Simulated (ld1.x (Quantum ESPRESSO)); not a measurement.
Values are calculated unless marked as measured or tabulated.
**Potentials for C (Z = 6) compared**

Generated with ld1.x 7.5 (TM, RRKJ, ultrasoft, PAW), atompaw 4.2 or ONCVPSP 4.0.1. The cutoff is in Ry: for ld1.x and atompaw files where the sum of valence levels is converged to 10 mRy in a Bessel basis, for ONCV files where the hardest occupied wave has 1 mHa per electron of residual kinetic energy. The error is the largest all-electron minus pseudo excitation energy over each file’s own four to seven test configurations (ionisations up to +4, promotions, holes and added fractions of an electron), all of which were solved. The labels leave out finer settings (local radius, basis sizes, second energies), which also bear on the numbers. Spin-polarised tests are not counted. The rows are a selection from randomly drawn settings: files with unsolved tests, undetermined cutoffs or missed reference levels are left out.

| potential | cutoff (Ry) | largest error (meV) | bound ghosts |
| --- | --- | --- | --- |
| TM, PBE, scalar-relativistic, rc 1.35/1.95 (sp), local s, core correction yes, reference 2s1.5 2p2.5 | 30 | +642 | none |
| ultrasoft, PBE, scalar-relativistic, rc 1.05/1.80/1.60 (spd), local smoothed, core correction yes, reference 2s2 2p2 | 25 | +294 | none |
| TM, PBEsol, scalar-relativistic, rc 0.95/2.45/2.55 (spd), local s, core correction no, reference 2s1 2p0 | 35 | +2120 | none |

Task: Fill in the row for C: RRKJ, LDA (PZ), scalar-relativistic, rc 1.04/2.30/1.88 (spd), local s, core correction yes, reference 2s1.5 2p2.5.

Result: cutoff 35 Ry, largest error +714 meV, bound ghosts: none.

Task: Fill in the row for C: TM, PW91, scalar-relativistic, rc 1.25/1.60/1.40 (spd), local s, core correction yes, reference 2s2 2p2.

Result: cutoff 40 Ry, largest error +355 meV, bound ghosts: none.
